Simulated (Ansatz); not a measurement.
Problem. Name a neutral molecule of C, F, Ga, I and H with HOMO–LUMO gap (PBE/def2-TZVPP) between 3.50 and 3.80 eV and HOMO energy (B3LYP/def2-TZVPP) between -7.50 and -7.20 eV (Ansatz, PBE0-D4/def2-TZVP geometry).

Solution. `F[CH2][GaH][I]` (3.76 eV, -7.28 eV). Other molecules can fit too; these were computed, each in one conformer that needn't be the lowest.

B3LYP here is the variant with VWN-RPA as its local correlation; programs differ in this.
